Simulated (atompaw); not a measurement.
## Before and after: PAW (atompaw) potential for chromium

```json
{
  "Element": "chromium (Cr)",
  "Generator": "atompaw 4.2.0.5",
  "Type": "PAW",
  "Functional": "PBE",
  "Relativity": "scalar-relativistic",
  "Frozen core": "[Ne]",
  "Valence charge": "14",
  "Reference configuration": "3s2 3p6 3d5 4s1 4p0",
  "Partial waves": "3s (bound): rc 1.00 bohr; 4s (bound): rc 1.55 bohr; 3p (bound): rc 1.30 bohr; 4p (bound, empty): rc 1.60 bohr; 3d (bound): rc 1.00 bohr; 3d channel at 0.65 Ry: rc 1.60 bohr",
  "Local potential": "ultrasoft scheme with l = 3 at 0 Ry, radius 1.45 bohr",
  "Core correction": "smooth core density matched at 1.35 bohr",
  "Augmentation charge": "sinc compensation charge, radius 1.30 bohr; PAW radius 1.60 bohr; waves and projectors: custom rrkj gramschmidtortho"
}
```

Change: augmentation sinc compensation charge, radius 1.30 bohr; PAW radius 1.60 bohr; waves and projectors: custom polynom vanderbiltortho.

Cutoffs: the cutoffs (Ry, on a coarse ladder) from which the occupation-weighted sum of valence levels, in a spherical-Bessel basis at the reference potential, stays within 10 and 1 mRy of its value at 400 Ry; they do not see the model core or the augmentation charge, which bear on the density cutoff.

Q: What does the change do?

A: The potential gets softer (100 Ry and 180 Ry → 90 Ry and 160 Ry); the range in which the s phases agree narrows (upper end at the end of the scan → 3.1); neither file shows a bound ghost.

```csv
quantity,base,changed
"cutoff, loose",100 Ry,90 Ry
"cutoff, tight",180 Ry,160 Ry
loose cutoff by channel (10 mRy a level),"s 30 Ry, p 40 Ry, d 90 Ry","s 45 Ry, p 35 Ry, d 80 Ry"
bound ghosts,none,none
s: phases at 1.61 bohr within 0.05 rad from the reference energy up to (Ry; the scan ends near 5),to the end of the scan,3.1
p: phases at 1.61 bohr within 0.05 rad from the reference energy up to (Ry; the scan ends near 5),3.5,4.4
d: phases at 1.61 bohr within 0.05 rad from the reference energy up to (Ry; the scan ends near 5),4.4,4.3
lowest overlap eigenvalue by channel,"s 0.10, p 0.09, d 0.14","s 0.28, p 0.55, d 0.14"
```

 The cutoffs see the waves, projectors and local potential, not the compensation charge or the core.
